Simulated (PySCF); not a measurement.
A calculated (UHF, PySCF 2.14, pcseg-2, no relativity, point nucleus) atom or ion has these occupied shells.

```json
{"shell": "1s α", "electrons": "1", "orbital energy (eV)": "-4070.0", "rms radius, mean of both spins (bohr)": "0.0897"}
{"shell": "1s β", "electrons": "1", "orbital energy (eV)": "-4069.9", "rms radius, mean of both spins (bohr)": "0.0897"}
{"shell": "2s α", "electrons": "1", "orbital energy (eV)": "-463.81", "rms radius, mean of both spins (bohr)": "0.396"}
{"shell": "2s β", "electrons": "1", "orbital energy (eV)": "-463.69", "rms radius, mean of both spins (bohr)": "0.396"}
{"shell": "2p α", "electrons": "3", "orbital energy (eV)": "-377.01", "rms radius, mean of both spins (bohr)": "0.364"}
{"shell": "2p β", "electrons": "3", "orbital energy (eV)": "-376.97", "rms radius, mean of both spins (bohr)": "0.364"}
{"shell": "3s α", "electrons": "1", "orbital energy (eV)": "-67.629", "rms radius, mean of both spins (bohr)": "1.24"}
{"shell": "3s β", "electrons": "1", "orbital energy (eV)": "-67.313", "rms radius, mean of both spins (bohr)": "1.24"}
{"shell": "3p α", "electrons": "3", "orbital energy (eV)": "-42.993", "rms radius, mean of both spins (bohr)": "1.38"}
{"shell": "3p β", "electrons": "3", "orbital energy (eV)": "-42.873", "rms radius, mean of both spins (bohr)": "1.38"}
{"shell": "4s α", "electrons": "1", "orbital energy (eV)": "-11.339", "rms radius, mean of both spins (bohr)": "3.96"}
```

(1) Name the element and its charge.

Results:

(1) Ca⁺ (calcium, charge +1), in [Ar] 4s1, 2S determinant.
